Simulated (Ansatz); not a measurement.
Frontier orbitals of GeH₄S₄, SMILES `[SH][Ge]([SH])([SH])[SH]`.

```tsv
atom	x (Å)	y (Å)	z (Å)
S1	-0.961	0.576	-1.909
Ge2	0.000	0.000	0.000
S3	-1.247	0.837	1.626
S4	2.075	0.768	-0.068
S5	0.133	-2.182	0.351
H6	0.018	0.038	-2.657
H7	-1.222	2.081	1.114
H8	2.405	0.213	1.112
H9	-1.201	-2.331	0.432
```

Charge 0, multiplicity 1. Correlated methods include outer-core shells of Ge, which these sets cover unevenly. Scalar relativity is left out up to krypton. All single points use the PBE0-D4/def2-TZVP geometry. It is one conformer, not always the lowest. Basis def2-TZVPP, Ansatz.

| functional | HOMO (eV) | LUMO (eV) | gap (eV) |
| --- | --- | --- | --- |
| PBE | -6.39 | -2.25 | 4.14 |
| r2SCAN | -6.69 | -2.05 | 4.64 |
| PBE0 | -7.62 | -1.33 | 6.29 |
| r2SCAN0 | -7.82 | -1.22 | 6.60 |
| HSE06 (plane-wave form) | -7.23 | -1.70 | 5.53 |
| ωB97M-V | -9.78 | 0.64 | 10.42 |

Problem. What is the vertical ionisation energy at frozen-core CCSD(T)/def2-TZVPP? (Best estimate.)

Solution. Computed: 9.72 eV (T1 of the cation 0.033).

From PBE to PBE0 the HOMO moves by −1.24 eV and the LUMO by +0.92 eV, and with ωB97M-V by −3.39 and +2.89 eV, so the gap grows from 4.14 to 10.42 eV with exact exchange. A positive LUMO is unbound and depends on the basis. −ε(HOMO) differs from that ionisation energy by −3.33 eV with PBE and +0.06 eV with ωB97M-V.
